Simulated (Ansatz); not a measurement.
Program: Ansatz. Geometries: PBE0-D4/def2-TZVP. ΔE: electronic, gas phase. CCSD(T)/CBS adds triple-zeta CCSD(T) − MP2 to the extrapolated MP2 energy (def2 sets, frozen cores). This one scheme is used for every species. Functionals use def2-TZVPP. B3LYP here is the variant with VWN-RPA as its local correlation; programs differ in this. Each species was taken in one conformer, which may not be the lowest.

`CC[SiH2][SiH2]F` + `C[SiH2]O` → `C[SiH2]O[SiH2]F` + `CC[SiH3]`  (cleavage of the Si–Si bond)

CCSD(T)/CBS gives -143.3 kJ/mol.

Q: Another level gave -154.4 kJ/mol. Which?
A. r2SCAN/def2-TZVPP
B. B2PLYP/def2-TZVPP
C. B3LYP-D4/def2-TZVPP
D. SCS-MP2/def2-TZVPP

A: D. SCS-MP2/def2-TZVPP -154.4, B3LYP-D4 -142.5, r2SCAN -137.2, B2PLYP -147.0 kJ/mol.

Largest T1 diagnostic among the species: 0.011.

From PBE to PBE0 (25 % exact exchange), in def2-TZVPP and without D4, ΔE moves by −10.0 kJ/mol. In def2-TZVPP, CCSD(T) changes the Hartree–Fock value by +24.7 kJ/mol (the triples alone add +3.5 kJ/mol) and MP2 by +18.1 kJ/mol.
